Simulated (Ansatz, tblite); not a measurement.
Cost and result up the ladder for the cluster Si₃Pt⁺ (the lowest doublet isomer of a short search) (4 atoms). Charge 1, multiplicity 2. Geometry: B3LYP-D4/def2-SVP.

```xyz
4

Pt   -0.061   -0.931   -0.862
Si    1.711   -0.691    0.621
Si   -1.710    0.688   -0.627
Si    0.060    0.935    0.868
```

Ansatz on 4 threads of Arm Neoverse N1 on a shared host; xTB runs through tblite on one thread. Times are rough, summed over both states, and most runs start from the orbitals of an earlier one. RPA@PBE/def2-TZVP serves as the yardstick here, not as an exact answer. The other state is a quartet at its own geometry, which has other bonds, so the gap mixes isomer and spin.

In the def2 sets Pt takes a core potential; there is no spin–orbit coupling. The xTB rows come from tblite. LC-ωPBE has ω = 0.4 bohr⁻¹. Correlated methods freeze 15 core orbitals; core or outer-core shells of Pt are correlated, in sets that lack core-valence functions. In CCSD on the charge 1 doublet the largest single amplitude is 0.16, so its Hartree–Fock determinant may place the open shell otherwise than the density functionals do. The structure comes from a short search, and lower isomers may exist.

Run but left out: MP2/def2-TZVP (quartet: ⟨S²⟩ 3.93, where a pure state has 3.75).

Correlated methods converge slowly with the basis.

xTB has no spin-polarisation term.

| level | functions | wall time |
| --- | --- | --- |
| GFN1-xTB | 36 | 0.016 s |
| GFN2-xTB | 36 | 0.02 s |
| PBE-D4/def2-TZVP (with forces) | 151 | 8.3 s |
| PBE0-D4/def2-TZVP | 151 | 14 s |
| RPA@PBE/def2-TZVP | 151 | 15 s |
| CAM-B3LYP-D4/def2-TZVP | 151 | 17 s |
| BHLYP-D4/def2-TZVP | 151 | 19 s |
| r2SCAN-D4/def2-TZVP | 151 | 23 s |
| r2SCANh-D4/def2-TZVP | 151 | 27 s |
| r2SCAN0-D4/def2-TZVP | 151 | 29 s |
| LC-ωPBE/def2-TZVP | 151 | 30 s |
| CCSD(T)/def2-TZVP | 151 | 3.1 min |

(1) Estimate what each level gives for the quartet − doublet (eV).

## Answers

(1) 
| level | quartet − doublet (eV) | difference from RPA@PBE/def2-TZVP (eV) | remarks |
| --- | --- | --- | --- |
| GFN1-xTB | 1.42 | 0.45 | – |
| GFN2-xTB | 1.29 | 0.32 | – |
| PBE-D4/def2-TZVP (with forces) | 0.87 | -0.09 | – |
| PBE0-D4/def2-TZVP | 0.74 | -0.23 | – |
| RPA@PBE/def2-TZVP | 0.96 | 0.00 | – |
| CAM-B3LYP-D4/def2-TZVP | 0.77 | -0.20 | – |
| BHLYP-D4/def2-TZVP | 0.67 | -0.29 | – |
| r2SCAN-D4/def2-TZVP | 0.79 | -0.17 | – |
| r2SCANh-D4/def2-TZVP | 0.74 | -0.23 | – |
| r2SCAN0-D4/def2-TZVP | 0.65 | -0.31 | – |
| LC-ωPBE/def2-TZVP | 0.53 | -0.43 | – |
| CCSD(T)/def2-TZVP | 0.95 | -0.01 | spin-contaminated (⟨S²⟩ 0.88) (doublet), spin-contaminated (⟨S²⟩ 3.93) (quartet) |
